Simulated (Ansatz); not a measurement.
A nudged elastic band was laid between two geometries of CH6BN + FH (11 atoms, charge 0, multiplicity 1).

All numbers below come from RKS BLYP-D4/6-31G* in Ansatz.

| Property | Result |
| --- | --- |
| movable images | 5 |
| climbing image | yes |
| spring | 5.0 eV/Å² |
| optimiser | quadratic models (default) |
| start path | through a guess of the saddle point |
| force threshold | 0.05 eV/Å |
| iteration limit | 60 |
| end points | relaxed |

First end point:

```xyz
11
Properties=species:S:1:pos:R:3
B 0.073 -0.209 -0.148
H 0.141 -0.436 1.050
N 1.297 -0.216 -0.829
H 2.198 -0.357 -0.376
H 1.373 -0.044 -1.832
C -1.321 0.032 -0.844
H -2.010 -0.815 -0.664
H -1.798 0.920 -0.390
H -1.259 0.197 -1.934
F -0.135 2.133 1.392
H -0.007 1.197 1.516
```

Last end point:

```xyz
11
Properties=species:S:1:pos:R:3
B 0.084 0.381 -0.671
H 0.076 1.034 3.380
N 1.258 -0.246 -1.139
H 1.255 -1.000 -1.821
H 2.187 0.019 -0.815
C -1.375 -0.011 -1.141
H -1.397 -0.820 -1.890
H -1.987 -0.333 -0.279
H -1.894 0.864 -1.574
F 0.240 1.381 0.250
H 0.107 1.133 2.639
```

Task: Which bonds break or form, and what moves?

Result: Bonds broken: B1–H2, F10–H11. Bonds formed: B1–F10, H2–H11. CH6BN + FH becomes CH5BFN + H2.

Task: What energy profile does the band end with?

Result: The forces met the threshold. The highest image is number 2 of 0 to 6, 1.18 eV above the first end and 2.75 eV above the last; the last end lies 1.58 eV below the first. Neighbouring images differ by up to 1.4 eV, so the band resolves the path poorly. A vibrational analysis at the climbing image gives one clearly imaginary mode, 556i cm⁻¹: a first-order saddle point. The orbitals stay closed-shell, which can raise the energy where a bond breaks towards radicals; this wasn't checked here.

```
image  path coordinate (Å)  energy (eV)  B1–H2 (Å)  F10–H11 (Å)  B1–F10 (Å)
    0                 0.00         0.00       1.22         0.95        2.81
    1                 1.25         0.33       1.22         0.95        2.59
    2                 2.49         1.18       1.23         0.95        2.27
    3                 3.73        -0.22       1.87         1.75        1.44
    4                 4.97        -1.50       2.93         2.48        1.37
    5                 6.21        -1.56       3.59         2.45        1.37
    6                 7.44        -1.58       4.10         2.41        1.37
```

Task: What is the geometry of the highest image?

Result: 
```xyz
11
Properties=species:S:1:pos:R:3
B 0.020 -0.090 0.052
H -0.115 -0.272 1.258
N 1.405 -0.208 -0.481
H 1.409 -0.970 -1.179
H 1.598 0.630 -1.051
C -1.305 -0.047 -0.808
H -1.679 -1.089 -0.899
H -2.117 0.517 -0.315
H -1.170 0.338 -1.833
F 0.242 2.073 0.710
H 0.265 1.519 1.487
```

The band took 15 iterations and roughly 2.6 core-minutes.

Time of the run: 2.6 min on 1 thread of Arm Neoverse V2 (shared host), peak memory 0.12 GiB.
